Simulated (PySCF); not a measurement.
This PySCF input (PBE/aug-pcseg-2) gives -684.81185 Eh with 192 basis functions.

```python
import numpy as np, basis_set_exchange as bse
from pyscf import gto, scf, dft, df

basis = {'H': gto.basis.parse(bse.get_basis('aug-pcseg-2', elements=['H'], fmt='nwchem')), 'P': gto.basis.parse(bse.get_basis('aug-pcseg-2', elements=['P'], fmt='nwchem'))}
mol = gto.M(
    atom='''
    P    -1.02027206   -0.47127800   -0.05348212
    P     1.02027508    0.47110689    0.05491295
    H    -1.51764144    0.25666815    1.06041507
    H    -1.51478581    0.48948324   -0.97567300
    H     1.52191029   -0.49872576    0.96366793
    H     1.51047169   -0.24485897   -1.06987245
    ''',
    basis=basis,
    charge=0,
    verbose=4,
    max_memory=8640,
)
mf = dft.RKS(mol, xc='pbe')
mf.grids.level = 3
mf = mf.density_fit(auxbasis=df.autoaux(mol))
mf.conv_tol = 1e-9
mf.max_cycle = 100
print('smallest overlap eigenvalue', np.linalg.eigvalsh(mol.intor('int1e_ovlp'))[0])
mf.kernel()
dip = mf.dip_moment()
```

Change:
```diff
- basis = {'H': gto.basis.parse(bse.get_basis('aug-pcseg-2', elements=['H'], fmt='nwchem')), 'P': gto.basis.parse(bse.get_basis('aug-pcseg-2', elements=['P'], fmt='nwchem'))}
+ basis = {'H': gto.basis.parse(bse.get_basis('def2-SVP', elements=['H'], fmt='nwchem')), 'P': gto.basis.parse(bse.get_basis('def2-SVP', elements=['P'], fmt='nwchem'))}
```

What does the run give now?

-684.55265 Eh (PBE/def2-SVP, 56 functions), a change of +259.20 mEh.
